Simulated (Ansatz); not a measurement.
Isolated molecules relaxed with PBE0-D4/def2-TZVP in Ansatz; ΔE leaves out vibrations. CCSD(T)/CBS is the MP2 limit (def2-TZVPP, def2-QZVPP) plus CCSD(T) − MP2 in def2-TZVPP, frozen cores. DFT in def2-TZVPP. B3LYP here is the variant with VWN-RPA as its local correlation; programs differ in this. For Ge outer-core shells are correlated without core-valence functions, which leaves a few kJ/mol of doubt a bond. Scalar relativity is left out up to krypton.

Reaction (isomerisation): `[SiH3][GeH]1[CH2][O]1` → `[SiH3][CH]1[O][GeH2]1`

| species | B3LYP-D4 energy (Eh) |
| --- | --- |
| `[SiH3][GeH]1[CH2][O]1` | -2483.53161 |
| `[SiH3][CH]1[O][GeH2]1` | -2483.52010 |

Task: Work out ΔE.

Result: ΔE = (-2483.52010) − (-2483.53161) = 0.01151 Eh = +0.31 eV. CCSD(T)/CBS gives +0.27 eV.

Largest T1 diagnostic among the species: 0.015.
